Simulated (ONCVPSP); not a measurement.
**Logarithmic derivatives: V, ONCV**

```json
{
 "Element": "vanadium",
 "Generator": "ONCVPSP 4.0.1",
 "Type": "optimised norm-conserving Vanderbilt (ONCV)",
 "Functional": "PBE",
 "Relativity": "fully relativistic",
 "Frozen core": "[Ne]",
 "Valence charge": "13",
 "Reference configuration": "3s2 3p6 3d3 4s2",
 "Partial waves": "3s+4s: rc 1.40 bohr, ncon 3, nbas 7, qcut 9.8 1/bohr, 3 projectors, debl 3.8 Ha; 3p: rc 1.35 bohr, ncon 4, nbas 8, qcut 11.2 1/bohr, 3 projectors, debl 3 Ha; 3d: rc 1.85 bohr, ncon 3, nbas 7, qcut 7.7 1/bohr, 3 projectors, debl 0.6 Ha; f scattering state at 0.31 Ha: rc 1.60 bohr, ncon 3, nbas 6, qcut 7.5 1/bohr, 2 projectors, debl 3.4 Ha",
 "Local potential": "polynomial inside 0.95 bohr (lpopt 5, dvloc0 0 Ha)",
 "Core correction": "Teter function, fcfact 3.5, rcfact 1.35"
}
```

Open shells are filled in proportion to 2j + 1.

The phase is arctan(r·R′/R) of the radial function R(r), unwrapped; energies in Ha, scanned from -4 to 5 Ha. A pole is an energy at which the radial function vanishes at the test radius. The pseudo phase is shifted by a multiple of π to meet the all-electron one at the reference energy, and phase errors are pseudo minus all-electron; the curves can meet again beyond the range given. Levels narrower than the energy grid can be missing from the lists of poles.

Task: For each channel, where are the poles, and over which energies does the pseudopotential scatter like the atom?

Result:

```tsv
channel	radius (bohr)	reference energy (Ha)	poles, all-electron	poles, pseudo	unbroken range about the reference energy with phases within 0.05 rad	phase error 1 Ha above the reference energy (rad)
s	1.43	-0.17	-1.73	-1.73	the whole range	+0.000
p3/2	1.37	-1.61	-0.37	-0.37	the whole range	-0.000
p1/2	1.37	-1.64	-0.42	-0.42	the whole range	-0.000
d5/2	1.88	-0.19	0.23, 4.95	0.23, 4.98	the whole range	-0.000
d3/2	1.88	-0.19	0.23, 4.94	0.23, 4.97	the whole range	-0.000
f7/2	1.63	0.31	none	none	the whole range	-0.000
f5/2	1.63	0.31	none	none	the whole range	-0.000
```

Phases in the p1/2 channel:

```json
{"E (Ha)": "-3.98", "all-electron": "0.984", "pseudo": "0.984"}
{"E (Ha)": "-3.74", "all-electron": "0.912", "pseudo": "0.912"}
{"E (Ha)": "-3.50", "all-electron": "0.813", "pseudo": "0.813"}
{"E (Ha)": "-3.26", "all-electron": "0.673", "pseudo": "0.673"}
{"E (Ha)": "-3.02", "all-electron": "0.468", "pseudo": "0.468"}
{"E (Ha)": "-2.78", "all-electron": "0.171", "pseudo": "0.172"}
{"E (Ha)": "-2.54", "all-electron": "-0.211", "pseudo": "-0.211"}
{"E (Ha)": "-2.30", "all-electron": "-0.595", "pseudo": "-0.595"}
{"E (Ha)": "-2.06", "all-electron": "-0.894", "pseudo": "-0.894"}
{"E (Ha)": "-1.82", "all-electron": "-1.103", "pseudo": "-1.103"}
{"E (Ha)": "-1.58", "all-electron": "-1.246", "pseudo": "-1.246"}
{"E (Ha)": "-1.34", "all-electron": "-1.349", "pseudo": "-1.349"}
{"E (Ha)": "-1.10", "all-electron": "-1.426", "pseudo": "-1.426"}
{"E (Ha)": "-0.86", "all-electron": "-1.486", "pseudo": "-1.486"}
{"E (Ha)": "-0.62", "all-electron": "-1.536", "pseudo": "-1.536"}
{"E (Ha)": "-0.38", "all-electron": "-1.578", "pseudo": "-1.578"}
{"E (Ha)": "-0.14", "all-electron": "-1.616", "pseudo": "-1.616"}
{"E (Ha)": "0.10", "all-electron": "-1.650", "pseudo": "-1.650"}
{"E (Ha)": "0.34", "all-electron": "-1.682", "pseudo": "-1.682"}
{"E (Ha)": "0.58", "all-electron": "-1.713", "pseudo": "-1.713"}
{"E (Ha)": "0.82", "all-electron": "-1.745", "pseudo": "-1.745"}
{"E (Ha)": "1.06", "all-electron": "-1.777", "pseudo": "-1.777"}
{"E (Ha)": "1.30", "all-electron": "-1.811", "pseudo": "-1.811"}
{"E (Ha)": "1.54", "all-electron": "-1.848", "pseudo": "-1.848"}
{"E (Ha)": "1.78", "all-electron": "-1.889", "pseudo": "-1.889"}
{"E (Ha)": "2.02", "all-electron": "-1.937", "pseudo": "-1.937"}
{"E (Ha)": "2.26", "all-electron": "-1.993", "pseudo": "-1.993"}
{"E (Ha)": "2.50", "all-electron": "-2.060", "pseudo": "-2.060"}
{"E (Ha)": "2.74", "all-electron": "-2.145", "pseudo": "-2.145"}
{"E (Ha)": "2.98", "all-electron": "-2.252", "pseudo": "-2.252"}
{"E (Ha)": "3.22", "all-electron": "-2.394", "pseudo": "-2.393"}
{"E (Ha)": "3.46", "all-electron": "-2.580", "pseudo": "-2.579"}
{"E (Ha)": "3.70", "all-electron": "-2.819", "pseudo": "-2.818"}
{"E (Ha)": "3.94", "all-electron": "-3.101", "pseudo": "-3.101"}
{"E (Ha)": "4.18", "all-electron": "-3.392", "pseudo": "-3.392"}
{"E (Ha)": "4.42", "all-electron": "-3.649", "pseudo": "-3.649"}
{"E (Ha)": "4.66", "all-electron": "-3.854", "pseudo": "-3.853"}
{"E (Ha)": "4.90", "all-electron": "-4.008", "pseudo": "-4.008"}
```
